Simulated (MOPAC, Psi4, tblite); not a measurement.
Interaction energy of HCl ··· CH3Br (SMILES Cl and CBr). Monomers: optimised at B3LYP-D3(BJ) (def2-TZVP), held rigid. Orientation: lowest of the rigid-body minima from ten starts at GFN2-xTB. Only R, the distance of the centres of mass, is varied, so the lowest point isn't the relaxed dimer.

Computed with: GFN2-xTB (tblite); PM7, restricted, heats of formation (MOPAC); PM6, restricted, heats of formation (MOPAC); SAPT0/jun-cc-pVDZ, frozen core (Psi4).

Interaction energies in kcal/mol; the last columns give the difference from SAPT0:

```tsv
R / Å	GFN2-xTB	PM7	PM6	SAPT0/jun-cc-pVDZ	GFN2-xTB − SAPT0/jun-cc-pVDZ	PM7 − SAPT0/jun-cc-pVDZ	PM6 − SAPT0/jun-cc-pVDZ
3.08	2.02	4.00	4.18	4.50	-2.48	-0.51	-0.32
3.26	-1.35	0.00	0.94	0.50	-1.86	-0.50	0.44
3.43	-2.69	-1.81	-0.84	-1.40	-1.29	-0.41	0.56
3.65	-3.10	-2.63	-1.95	-2.39	-0.71	-0.25	0.43
3.84	-2.95	-2.67	-2.15	-2.53	-0.42	-0.14	0.38
4.03	-2.65	-2.46	-1.94	-2.38	-0.27	-0.09	0.44
4.32	-2.13	-2.02	-1.39	-1.94	-0.19	-0.07	0.55
4.66	-1.61	-1.50	-0.93	-1.44	-0.17	-0.06	0.51
5.17	-1.04	-0.93	-0.56	-0.90	-0.14	-0.03	0.34
5.87	-0.58	-0.46	-0.31	-0.49	-0.09	0.04	0.19
6.82	-0.28	-0.18	-0.16	-0.25	-0.04	0.07	0.09
8.16	-0.13	-0.09	-0.08	-0.11	-0.01	0.03	0.04
```

GFN2-xTB is furthest from SAPT0/jun-cc-pVDZ at 3.08 (-2.48 kcal/mol, below); its mean absolute difference over the points is 0.64 kcal/mol.

PM7 is furthest from SAPT0/jun-cc-pVDZ at 3.08 (-0.51 kcal/mol, below); its mean absolute difference over the points is 0.18 kcal/mol.

PM6 is furthest from SAPT0/jun-cc-pVDZ at 3.43 (0.56 kcal/mol, above); its mean absolute difference over the points is 0.36 kcal/mol.
